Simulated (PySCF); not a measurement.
## Potassium: a sound run and one with changed settings

Sound run: K⁺ [Ar], K²⁺ [Ne] 3s2 3p5. Computed with PySCF 2.14 in def2-SVP (5s3p2d, 24 functions), with the non-relativistic Hamiltonian (point nucleus). In the sound run the correlated levels freeze [Ne] 3s2. The sound run starts from symmetry-adapted Hartree-Fock orbitals and uses a fine grid where one is needed.

Changed run: basis STO-3G. This setting is unsound on purpose.

| species | method | sound run (hartree) | changed run (hartree) | converged |
| --- | --- | --- | --- | --- |
| K⁺ | UHF | -598.93116 | -593.00933 | yes |
| K⁺ | BP86 | -599.71945 | -593.68987 | yes |
| K⁺ | MN15 | -599.58359 | -592.43449 | yes |
| K⁺ | MP2 | -598.97091 | -593.01816 | yes |
| K⁺ | CCSD(T) | -598.97565 | -593.01939 | yes |
| K²⁺ | UHF | -597.76878 | -591.89066 | yes |
| K²⁺ | BP86 | -598.50892 | -592.52873 | yes |
| K²⁺ | MN15 | -598.36247 | -591.26793 | yes |
| K²⁺ | MP2 | -597.79284 | -591.89339 | yes |
| K²⁺ | CCSD(T) | -597.79635 | -591.89385 | yes |

Ionisation energy of K⁺:

| method | sound run (eV) | changed run (eV) |
| --- | --- | --- |
| UHF | 31.630 | 30.441 |
| BP86 | 32.940 | 31.596 |
| MN15 | 33.228 | 31.744 |
| MP2 | 32.057 | 30.606 |
| SCS-MP2 | 32.028 | 30.600 |
| CCSD | 32.090 | 30.622 |
| CCSD(T) | 32.090 | 30.627 |

A minimal basis cannot let orbitals breathe on ionisation and holds almost no correlation.

For comparison, NIST gives 31.625 eV between the lowest levels.
